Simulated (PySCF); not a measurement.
# Structure from NMR data

An unknown has the formula C$_{3}$H$_{6}$FN$_{3}$Si. Its calculated NMR data are:

1H NMR (400 MHz, computed): δ 6.99 (m, 1H), 6.45 (m, 1H), 5.49 (s, 2H), 0.83 (br s, 2H).

13C{1H} NMR (computed): δ 162.1, 131.9, 119.2.

[PySCF 2.14.0 with density-fitted response routines: coordinates at the GFN2-xTB level; GIAO PBE0/pcSseg-1 shieldings; no solvent model; one conformer; averaged over atoms made equivalent by symmetry, fast rotation or ring inversion; no relativistic terms]

δ = σ(ref) − σ, references computed at the same level: TMS for 1H (σref 31.72) and 13C (σref 186.93).

Q: Propose a structure and justify it.

A: 
The formula gives 3 degrees of unsaturation (1 ring in the answer). 3 carbon signals for 3 carbons: no two carbons are equivalent. Carbon types of the structure: 1 × C, 2 × CH, leaving 4 H on heteroatoms. δC 162.1: aromatic carbon bearing fluorine; the electronegative substituent deshields the carbon that carries it. δC 131.9, 119.2: aromatic CH next to a ring nitrogen. δH 6.99, 6.45: hydrogen on an aromatic CH next to a ring nitrogen; aromatic region. δH 5.49: hydrogen on a silicon bonded to 2 N. δH 0.83: hydrogen on a nitrogen bonded to Si; labile proton, position sensitive to the medium.

The compound is `InChI=1S/C3H6FN3Si/c4-3-6-1-2-7(3)8-5/h1-2H,5,8H2`.

The shifts were computed for this structure.

The OH or NH signal is concentration- and solvent-dependent in practice; the value given is the gas-phase one. Splittings by 19F in the carbon and heteronuclear signals aren't shown, as no couplings were computed. Shifts are as computed. Against solution values, carbons near 30 ppm lie about +3 ppm off and those near 130 ppm about +5 ppm. Of 1211 compounds with measured shifts, 218 miss one by over three times the rms of a fit or turn the order of signals round; such compounds aren't used in these exercises. No couplings were computed; multiplicities are counted from neighbouring protons, with m where these are inequivalent, close in shift, in a saturated or five-membered ring or joined by F or P, and br s for small geminal =CH2 splittings.
